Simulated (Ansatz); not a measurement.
Ideal-gas functions of `[OH][ZnH]` at 500 K and 1 bar, from an Ansatz frequency run at PBE0-D4/def2-TZVP.

Molar mass 83.4 g/mol, point group Cs (symmetry number 1), electronic degeneracy 1, moments of inertia 0.659, 47.56, 48.219 u Å². Harmonic wavenumbers (cm⁻¹, unscaled): 471, 489, 667, 723, 1985, 3924.

Use S(trans) = R[1.5 ln M + 2.5 ln T − 1.1517]; rotational temperatures θ = 24.2544 K / I; S(rot) = R[ln(√π/σ · √(T³/θAθBθC)) + 1.5]; for each mode x = 1.438777 ν̃/T, S = R[x/(eˣ − 1) − ln(1 − e⁻ˣ)] and H = RT x/(eˣ − 1); 1 cm⁻¹ = 0.0119627 kJ/mol; R = 8.31446 J/(mol·K).

Task: By hand: the entropy, in J/(mol·K).

Result: Translation 174.8. Rotation: θ = 36.8049, 0.51, 0.503 K, giving 85.4. Vibration, mode by mode: 6.40, 6.13, 4.06, 3.58, 0.19, 0.00, in all 20.3. Electronic 0.0. Sum 280.5 J/(mol·K).

Task: By hand: H − E and G − E in kJ/mol, counted from the electronic energy.

Result: Zero-point energy ½ × 8259 × 0.0119627 = 49.4; thermal vibration 6.5; translation, rotation and pV give 4 RT = 16.6. H − E = 72.5 kJ/mol, and G − E = 72.5 − 500 × 280.5/1000 = -67.8 kJ/mol.

Vibration gives 7 % of the entropy.
